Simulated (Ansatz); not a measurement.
`B/C=C(/C)F`, relaxed with RKS PBE-D4/def2-SVP in the Gaussian-basis code of Ansatz from a rough embedded geometry. The force threshold is 0.03 eV/Å; the program also tests the step.

The species carries charge 0 and has multiplicity 1.

Start:

```xyz
11

B    -0.659    1.811   -0.864
C    -0.464    0.335   -0.547
C     0.416   -0.098    0.369
C     0.474   -1.567    0.760
F     1.184    0.760    1.094
H    -1.386    2.209   -1.720
H     0.007    2.678   -0.311
H    -1.092   -0.361   -1.048
H     1.218   -1.708    1.478
H     0.795   -2.108   -0.229
H    -0.493   -1.951    1.019
```

(1) How much energy does the relaxation release, and in how many steps? (Best estimate.)

(2) Which bonds change most? (An estimate is asked.)

(3) Give the relaxed structure. (Best estimate.)

## Answers

(1) The calculation gave: 10.29 kcal/mol, in 19 steps, 1 of them rejected.

(2) The calculation gave: C4–H9 from 1.044 to 1.110 Å; C4–H10 from 1.172 to 1.111 Å; C2–H8 from 1.063 to 1.103 Å; C4–H11 from 1.072 to 1.104 Å.

(3) Computed: 
```xyz
11

B    -0.653    1.894   -0.863
C    -0.612    0.417   -0.458
C     0.389   -0.160    0.266
C     0.513   -1.580    0.702
F     1.438    0.570    0.680
H    -1.590    2.319   -1.514
H     0.239    2.656   -0.544
H    -1.418   -0.279   -0.743
H     0.597   -1.632    1.808
H     1.447   -2.022    0.294
H    -0.351   -2.183    0.371
```
